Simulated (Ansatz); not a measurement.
Cartesian coordinates in Å:
```
Si -0.831 -1.070 0.182
O -0.030 0.254 0.792
C 0.625 1.180 0.035
I 2.417 0.397 -0.952
H 0.111 -2.180 -0.090
H -1.799 -1.451 1.233
H -1.527 -0.677 -1.072
H 0.031 1.567 -0.794
H 1.004 1.980 0.666
```

Total charge 0; spin multiplicity 1. I: def2 effective core potential.

**Question.** List the PBE0/def2-TZVPP orbital energies in eV (the Gaussian-basis code of Ansatz). (An estimate is asked.)

**Answer.** Computed: Occupied: -1803.38, -523.60, -281.24, -187.53, -145.65, -133.49, -133.22, -133.20, -100.35, -100.29, -100.28, -52.59, -52.51, -52.49, -52.25, -52.25, -29.65, -20.65, -18.36, -15.81, -13.98, -13.47, -12.48, -10.44, -10.08, -9.49, -8.37, -7.48, -7.33. Lowest empty: -1.01, 0.05, 1.34, 1.44, 1.66, 2.24, 2.71, 3.12.
